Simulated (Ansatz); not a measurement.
Start from `[SiH3]N([SiH3])[Si]Br` and change one element to get `[SiH3]N([SiH3])[Si]Cl`.

Ansatz, PBE0-D4/def2-TZVP geometries, multiplicity 1. Each molecule was computed in one conformer, which needn't be the lowest.

Scalar relativity is left out up to krypton.

| property | `[SiH3]N([SiH3])[Si]Br` |
| --- | --- |
| size of the dipole moment (B3LYP/def2-TZVPP) / D | 1.79 |
| LUMO energy (PBE0/def2-TZVPP) / eV | -2.15 |
| size of the dipole moment (PBE/def2-TZVPP) / D | 1.66 |
| HOMO–LUMO gap (PBE/def2-TZVPP) / eV | 3.20 |
| size of the dipole moment (ωB97M-V/def2-TZVPP) / D | 1.82 |
| zero-point energy (PBE0-D4/def2-TZVP) / kJ/mol | 154.3 |

Problem. What does the change do to each property? (Best estimate.)

Solution. Ansatz gave: 
```tsv
property	`[SiH3]N([SiH3])[Si]Cl`	shift
size of the dipole moment (B3LYP/def2-TZVPP) / D	1.56	-0.23
LUMO energy (PBE0/def2-TZVPP) / eV	-2.04	0.11
size of the dipole moment (PBE/def2-TZVPP) / D	1.47	-0.19
HOMO–LUMO gap (PBE/def2-TZVPP) / eV	3.35	0.15
size of the dipole moment (ωB97M-V/def2-TZVPP) / D	1.52	-0.30
zero-point energy (PBE0-D4/def2-TZVP) / kJ/mol	155.3	1.0
```

With PBE0 the HOMO falls by 0.09 eV and the LUMO rises by 0.11 eV, so the gap widens by about 0.20 eV. PBE moves the HOMO by -0.07 eV and ωB97M-V by -0.12 eV. Dipoles are sizes alone; their direction can turn.

B3LYP here is the variant with VWN-RPA as its local correlation; programs differ in this.

Spin–orbit coupling is left out; it splits and shifts lone-pair levels of the heavy atoms by tenths of an eV.
